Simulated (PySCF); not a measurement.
**Cost of excited-state runs on `Cc1cc[n+]([O-])cc1`, C$_{6}$H$_{7}$NO**

Bonds (- single, = double, # triple, : aromatic): C1-C2 1.498 Å, C2:C3 1.399 Å, C3:C4 1.381 Å, C4:N5 1.369 Å, N5-O6 1.251 Å, N5:C7 1.369 Å, C7:C8 1.381 Å, C8:C2 1.399 Å. C1 carries H9, H10, H11; C3 carries H12; C4 carries H13; C7 carries H14; C8 carries H15. Formal charges: N5 +1, O6 -1.

PySCF with density fitting, on 1 thread of an Arm Neoverse V2, shared host. Command: `OMP_NUM_THREADS=1 python excited_run.py task.json out`

**Question.** How long does each of these runs take, and how much memory?
- first hyperpolarisability, CAM-B3LYP/aug-cc-pVDZ; usual settings
- excited states, CAM-B3LYP/def2-TZVP; Tamm-Dancoff; spin-orbit couplings; 6 states; 5 triplets; quadratic response for 4 states; IEF-PCM ethanol
- excited states, CAM-B3LYP/def2-TZVP; Tamm-Dancoff; spin-orbit couplings; 6 states; 5 triplets; quadratic response for 4 states
- excited states, CAM-B3LYP/aug-cc-pVDZ; two-photon moments; 8 states; quadratic response for 6 states; 0 triplets

**Answer.** 
| run | level | basis functions | wall time | peak memory (GiB) |
| --- | --- | --- | --- | --- |
| first hyperpolarisability | CAM-B3LYP/aug-cc-pVDZ | 247 | 43 s | 1.1 |
| excited states | CAM-B3LYP/def2-TZVP | 290 | 60 s | 1.2 |
| excited states | CAM-B3LYP/def2-TZVP | 290 | 57 s | 1.1 |
| excited states | CAM-B3LYP/aug-cc-pVDZ | 247 | 55 s | 1 |

Times from a shared host are rough.
